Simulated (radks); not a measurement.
Q: Spherical quantum dot in the effective-mass picture: electrons in a parabolic well V = omega^2 r^2 / 2 with omega = 0.738, all in effective atomic units (hartree* = m*/eps^2 hartree, bohr* = eps/m* bohr), one dielectric constant everywhere. Calculated with a radial shooting solver with Libxc functionals: non-relativistic Kohn-Sham, PBEsol, spin-polarised, spherical densities. Levels are named by radial order and angular momentum (1s, 1p, 1d, 2s, ...), and open shells are averaged over m. At N = 27 the configuration is 1s2 1p6 1d10 2s2 1f(up 7, down 0). Does electron 28 go into 2p up or 2p down or 1f down?

A: Into 1f down. The total energies of the other choices lie higher by 0.0862 hartree* (2p up), 0.123 hartree* (2p down).
